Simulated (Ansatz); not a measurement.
Gas-phase electronic energies from Ansatz, PBE0-D4/def2-TZVP geometries. CBS: MP2 limit from def2 TZ/QZ plus the TZ coupled-cluster correction, frozen cores. Functionals use def2-TZVPP. B3LYP here is the variant with VWN-RPA as its local correlation; programs differ in this. Elements past krypton have def2 core potentials. For Nb outer-core shells are correlated without core-valence functions, which leaves a few kJ/mol of doubt a bond. One conformer a species, not always the lowest.

Consider the redistribution: `[F][Nb]([F])(=[S])[Cl]` + `FB(S)S` → `[F][Nb]([F])([F])=[S]` + `SB(S)Cl`.

`[F][Nb]([F])(=[S])[Cl]`:

```xyz
5

F     0.305    1.022    1.577
Nb   -0.050   -0.006    0.085
F    -1.438   -1.182    0.397
S    -0.628    1.294   -1.490
Cl    1.810   -1.127   -0.569
```

`FB(S)S`:

```xyz
6

F     0.380   -0.136    1.290
B     0.007   -0.002    0.022
S     0.596   -1.157   -1.234
S    -1.099    1.337   -0.471
H     1.326   -1.887   -0.375
H    -1.210    1.846    0.768
```

`[F][Nb]([F])([F])=[S]`:

Cartesian coordinates in Å:
```
F -1.703 -0.326 -0.712
Nb -0.038 -0.055 0.042
F -0.198 0.564 1.776
F 0.963 -1.608 -0.007
S 0.975 1.424 -1.100
```

`SB(S)Cl`:

Cartesian coordinates in Å:
```
S 1.013 -0.903 -0.569
B -0.262 0.040 0.271
S -0.714 1.690 -0.273
Cl -1.128 -0.598 1.659
H 0.939 -1.993 0.212
H 0.151 1.764 -1.300
```

Question: Is it downhill or uphill in electronic energy at CCSD(T)/CBS, and by how much? (An estimate is asked.)

Answer: The calculation gave: Uphill: ΔE = +9.3 kcal/mol.

Question: What do these levels give: LDA (SPW92), B3LYP-D4, BHLYP-D4, CAM-B3LYP-D4, ωB97X-V, ωB97M-V, BLYP, r2SCAN, PBE0, CCSD(T)/def2-SVP, HF/def2-TZVPP, CCSD/def2-TZVPP? (An estimate is asked.)

Answer: The calculation gave: LDA (SPW92) 8.0, B3LYP-D4 8.8, BHLYP-D4 10.3, CAM-B3LYP-D4 8.6, ωB97X-V 7.3, ωB97M-V 8.2, BLYP 8.3, r2SCAN 8.1, PBE0 8.3, CCSD(T)/def2-SVP 8.9, HF/def2-TZVPP 11.7, CCSD/def2-TZVPP 9.8 kcal/mol.

Largest T1 diagnostic among the species: 0.023, so the coupled-cluster value is less sure than usual.

In def2-TZVPP, CCSD(T) changes the Hartree–Fock value by −2.0 kcal/mol (the triples alone add −0.1 kcal/mol) and MP2 by −0.9 kcal/mol. From PBE to PBE0 (25 % exact exchange), in def2-TZVPP and without D4, ΔE moves by +1.3 kcal/mol. Leaving LDA and LC-ωPBE aside and taking each functional with its dispersion term where it has one, the values, not all of them listed here, spread over 4.5 kcal/mol, from revPBE-D4 to BHLYP-D4. LDA lies +1.0 kcal/mol from PBE without D4.
